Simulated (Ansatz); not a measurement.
This geometry of CH3BClO (7 atoms, charge -1, multiplicity 1) is a first-order saddle point.

Level of theory: Ansatz, RKS PBE-D4/6-31G*.

```xyz
7
Properties=species:S:1:pos:R:3
C -0.562 0.915 0.001
B 0.001 -0.413 0.100
O 1.285 -0.844 0.582
Cl -1.052 -1.937 -0.498
H -0.015 1.805 0.352
H -1.565 1.129 -0.393
H 1.908 -0.654 -0.143
```

**Question.** Which two structures does it join? (They come from a converged band through this point; their orientation in space is the band's.)

**Answer.** No bond is made or broken.

First end point:

```xyz
7
Properties=species:S:1:pos:R:3
C -0.569 1.041 -0.066
B 0.107 -0.234 0.011
O 1.465 -0.546 0.322
Cl -0.870 -1.889 -0.351
H -0.043 1.988 0.131
H -1.630 1.154 -0.321
H 1.540 -1.516 0.273
```

Last end point:

```xyz
7
Properties=species:S:1:pos:R:3
C -0.476 0.876 -0.055
B -0.041 -0.510 -0.047
O 1.251 -1.066 0.233
Cl -1.231 -1.937 -0.443
H 0.208 1.713 0.174
H -1.500 1.196 -0.285
H 1.789 -0.272 0.423
```

**Question.** How far does it lie above each of them?

**Answer.** 0.159 eV above the first and 0.145 eV above the second. This is the barrier of this one path; another mechanism may lie lower. Limits of this set-up: an anion without diffuse functions, the dipole of an ion depends on the origin.

Run time: 4.4 min on 1 thread of Arm Neoverse V1 (shared host), peak memory 0.24 GiB.
